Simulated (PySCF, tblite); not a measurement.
Isomers of C4H7ClOSi, one GFN2-xTB conformer each. Single-point energies are computed at PBE0/pcSseg-1 (PySCF, gas phase, no added dispersion term), electronic only.

```csv
SMILES,GFN2-xTB relative energy (kJ/mol)
C=C1CO[Si@@]1(C)Cl,146.7
CC1=CO[Si@@H](Cl)C1,0.0
C=C1CO[Si@H](Cl)C1,26.6
CC1=C[Si@@H](Cl)OC1,10.8
C/C=C(\[SiH3])C(=O)Cl,252.3
```

Conformers: `[CH2:1]=[C:2]1[CH2:3][O:4][Si@H:5]([Cl:6])[CH2:7]1` with C1–C2–C3–O4 161°, C2–C3–O4–Si5 2°, C3–O4–Si5–Cl6 131°, O4–Si5–C7–C2 -19°; `[CH3:1]/[CH:2]=[C:3](\[SiH3:4])[C:5](=[O:6])[Cl:7]` with C2–C3–C5–O6 155°.

Task: What does PBE0/pcSseg-1 give for the same structures?

Result: 
| SMILES | PBE0/pcSseg-1 E (Eh) | PBE0/pcSseg-1 (kJ/mol) | GFN2-xTB (kJ/mol) | point group |
| --- | --- | --- | --- | --- |
| CC1=C[Si@@H](Cl)OC1 | -981.03240 | 0.0 | 10.8 | C1 |
| CC1=CO[Si@@H](Cl)C1 | -981.03133 | 2.8 | 0.0 | C1 |
| C=C1CO[Si@H](Cl)C1 | -981.01998 | 32.6 | 26.6 | C1 |
| C=C1CO[Si@@]1(C)Cl | -981.01095 | 56.3 | 146.7 | C1 |
| C/C=C(\[SiH3])C(=O)Cl | -980.93702 | 250.4 | 252.3 | C1 |

GFN2-xTB puts CC1=CO[Si@@H](Cl)C1 lowest instead; measured from each level's own lowest isomer, the values differ by up to 90.4 kJ/mol (C=C1CO[Si@@]1(C)Cl: 146.7 against 56.3). As drawn, the lowest has an Si–O bond, which the highest lacks; the highest has a C=O bond, which the lowest lacks. Neighbours under 10 kJ/mol apart (CC1=C[Si@@H](Cl)OC1 and CC1=CO[Si@@H](Cl)C1) can change places with a better method, another conformer or zero-point energy.

Task: Which frontier levels, dipoles and rotational constants go with these structures?

Result: 
```tsv
SMILES	HOMO (eV, PBE0/pcSseg-1)	LUMO (eV)	dipole (D)	A, B, C (MHz)
CC1=C[Si@@H](Cl)OC1	-7.76	-0.36	3.21	4318, 1068, 962.7
CC1=CO[Si@@H](Cl)C1	-6.51	0.52	2.25	4345, 1067, 970.2
C=C1CO[Si@H](Cl)C1	-7.40	-0.24	2.24	4735, 1077, 953.5
C=C1CO[Si@@]1(C)Cl	-7.79	-0.62	2.44	2409, 1362, 1275
C/C=C(\[SiH3])C(=O)Cl	-8.19	-2.07	4.20	2334, 1287, 864.1
```

Task: What happens when harmonic zero-point energies from GFN2-xTB frequencies are added?

Result: 
```tsv
SMILES	ZPE (kJ/mol)	electronic (kJ/mol)	with ZPE (kJ/mol)
CC1=C[Si@@H](Cl)OC1	265.3	0.0	0.0
CC1=CO[Si@@H](Cl)C1	265.0	2.8	2.5
C=C1CO[Si@H](Cl)C1	264.8	32.6	32.1
C=C1CO[Si@@]1(C)Cl	266.4	56.3	57.4
C/C=C(\[SiH3])C(=O)Cl	243.5	250.4	228.6
```

The zero-point energies span 22.9 kJ/mol. The order is unchanged.
